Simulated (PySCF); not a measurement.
A PySCF script (with the pyscf-properties extension) for the NMR shieldings of SMILES C[NH][AlH2-][S@+](C)CCC#N, C₅H₁₃AlN₂S, on a GFN2-xTB geometry:

```python
import basis_set_exchange as bse
import numpy as np
from pyscf import gto, dft
from pyscf.prop import nmr

atoms = """
C     3.942680    0.473313   -0.441634
N     2.648456   -0.174072   -0.260360
Al    1.342469    0.533473    0.736710
S    -0.461280   -1.031574    0.102913
C    -0.666371   -0.376518   -1.572546
C    -1.626227    0.002395    1.051168
C    -3.034015   -0.588709    1.112578
C    -3.736931   -0.441316   -0.136980
N    -4.286243   -0.307345   -1.130141
H     3.903808    1.458812    0.023224
H     4.184864    0.604110   -1.501483
H     4.754458   -0.091215    0.028340
H     2.675293   -1.086147   -0.708556
H     1.226854    0.286452    2.270961
H     0.630142    1.819114    0.193208
H    -0.211188    0.612761   -1.631577
H    -0.152299   -1.063618   -2.237274
H    -1.722238   -0.343436   -1.821298
H    -1.625450    1.002357    0.616548
H    -1.202634    0.057421    2.056134
H    -3.612730   -0.075577    1.887189
H    -2.981831   -1.652080    1.362026
"""
names = dict.fromkeys(["C", "N", "Al", "S", "H"], "pcSseg-1")
basis = {el: gto.basis.parse(bse.get_basis(n, elements=[el], fmt="nwchem")) for el, n in names.items()}
mol = gto.M(atom=atoms, basis=basis, charge=0, verbose=0)
mf = dft.RKS(mol, xc="PBE0")
mf.grids.level = 2
mf.grids.alignment = dft.numint.BLKSIZE   # the property module wants whole blocks of grid points
mf.conv_tol = 1e-9
mf.kernel()

calc = nmr.RKS(mf)   # GIAO
C = mf.mo_coeff
Co = C[:, mf.mo_occ > 0]
resp = mf.gen_response(singlet=True, hermi=2)
def vind(x):   # induced exchange potential for any number of trial vectors
    d = np.einsum("pi,xij,qj->xpq", C, 2 * x.reshape(-1, C.shape[1], Co.shape[1]), Co, optimize=True)
    return np.einsum("xpq,pi,qj->xij", resp(d - d.transpose(0, 2, 1)), C, Co, optimize=True).ravel()
mo1, _ = nmr.rhf.solve_mo1(calc, with_cphf=vind)
sigma = calc.kernel(mo1)
for i, s in enumerate(sigma):   # ppm
    print("%2d %-2s %9.2f" % (i, mol.atom_pure_symbol(i), np.trace(s) / 3))
```

Task: What does it print?

Result: 
```
 0 C     153.26
 1 N     257.60
 2 Al    415.67
 3 S     566.15
 4 C     160.10
 5 C     149.94
 6 C     166.92
 7 C      62.05
 8 N     -37.65
 9 H      29.23
10 H      28.67
11 H      28.61
12 H      32.39
13 H      27.32
14 H      27.45
15 H      28.54
16 H      29.49
17 H      28.15
18 H      28.73
19 H      28.61
20 H      28.99
21 H      29.21
```

These numbers come from an equivalent density-fitted implementation of the same equations, which agrees with the script to about 0.01 ppm for H and up to a few tenths of a ppm for heavy atoms, so last digits may differ.

Size and cost of the density-fitted run: 232 basis functions, 100 s wall time on 1 thread of an Arm Neoverse N1, shared host; peak memory 1.1 GiB.
